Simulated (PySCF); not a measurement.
# Curvature of the energy in the electron number along the third row, charge +2

Calculated with PySCF 2.14, in aug-pcseg-2, non-relativistic: one orbital is emptied in steps, and each cell gives the departure of E from the straight line at half an electron, in eV (from a cubic fit). The exact functional gives zero.

| species | orbital | LDA | PBE | r2SCAN | PBE0 | BHandHLYP | LC-wPBE | UHF |
| --- | --- | --- | --- | --- | --- | --- | --- | --- |
| Mg²⁺ | 2p beta | -3.85 | -3.72 | -3.37 | -2.71 | -1.70 | -2.29 | 0.37 |
| Al²⁺ | 3s alpha | -1.01 | -1.08 | -0.83 | -0.79 | -0.60 | -0.12 | 0.01 |
| P²⁺ | 3p alpha | -1.35 | -1.31 | -1.21 | -0.96 | -0.64 | -0.24 | 0.09 |
| S²⁺ | 3p alpha | -1.51 | -1.46 | -1.35 | -1.06 | -0.69 | -0.33 | 0.14 |
| Cl²⁺ | 3p alpha | -1.66 | -1.62 | -1.48 | -1.17 | -0.74 | -0.43 | 0.17 |
| Ar²⁺ | 3p beta | -1.69 | -1.63 | -1.49 | -1.17 | -0.74 | -0.42 | 0.24 |

Question: How does the mean departure depend on the functional?

Answer: LDA -1.85 eV; PBE -1.80 eV; r2SCAN -1.62 eV; PBE0 -1.31 eV; BHandHLYP -0.85 eV; LC-wPBE -0.64 eV; UHF 0.17 eV. Semilocal functionals are convex (delocalisation error), Hartree-Fock is concave or straight, and exact exchange removes curvature roughly in proportion to its share, so among the functionals the range-separated hybrids usually come closest to zero.
